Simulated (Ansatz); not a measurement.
`[BH2][AlH][BH]O` + HCl → `OBCl` + `[BH2][AlH2]` at 700 K and 1 bar (cleavage of the B–Al bond).

Program: Ansatz. Geometries: PBE0-D4/def2-TZVP. ΔE: electronic, gas phase. CBS: MP2 limit from def2 TZ/QZ plus the TZ coupled-cluster correction, frozen cores. This one scheme is used for every species. One conformer a species, not always the lowest.

```json
{"species": "`[BH2][AlH][BH]O`", "CCSD(T)/CBS energy (Eh)": "-369.74870", "H − E (kJ/mol)": "213.7", "S (J/(mol·K))": "449.2"}
{"species": "HCl", "CCSD(T)/CBS energy (Eh)": "-460.38127", "H − E (kJ/mol)": "38.4", "S (J/(mol·K))": "211.8"}
{"species": "`OBCl`", "CCSD(T)/CBS energy (Eh)": "-561.03999", "H − E (kJ/mol)": "114.9", "S (J/(mol·K))": "320.4"}
{"species": "`[BH2][AlH2]`", "CCSD(T)/CBS energy (Eh)": "-269.14094", "H − E (kJ/mol)": "132.0", "S (J/(mol·K))": "331.6"}
```

H − E and S are ideal-gas, rigid-rotor, harmonic terms from PBE0-D4/def2-TZVP, for one conformer and one mirror image of each species. 1 Eh = 2625.50 kJ/mol, R = 8.31446 J/(mol·K).

By hand: ΔE, ΔH, ΔS and ΔG.

ΔE = (-561.03999) + (-269.14094) − (-369.74870) − (-460.38127) = -0.05096 Eh = -133.8 kJ/mol. Δ(H − E) = 114.9 + 132.0 − 213.7 − 38.4 = -5.2, so ΔH = -139.0 kJ/mol. ΔS = 320.4 + 331.6 − 449.2 − 211.8 = -9.0 J/(mol·K). ΔG = -139.0 − 700 × (-9.0)/1000 = -132.7 kJ/mol.

By hand: the equilibrium constant, and the temperature at which ΔG would vanish if ΔH and ΔS stayed fixed.

log₁₀ K = −ΔG/(RT ln 10) = 9.9. ΔG = 0 at ΔH/ΔS = 15444 K, far beyond where these terms or the molecules hold.

The number of gas molecules stays the same, so ΔS is small and ΔH decides. A doubt of 5 kJ/mol in ΔE shifts log₁₀ K by 0.4 here. Other conformers and mirror images would add mixing entropy, several J/(mol·K) or more a flexible species. These are equilibria of isolated gas molecules and say nothing of rates. Largest T1 diagnostic: 0.014 (customary marks: 0.02 for closed shells, 0.045 for open ones).
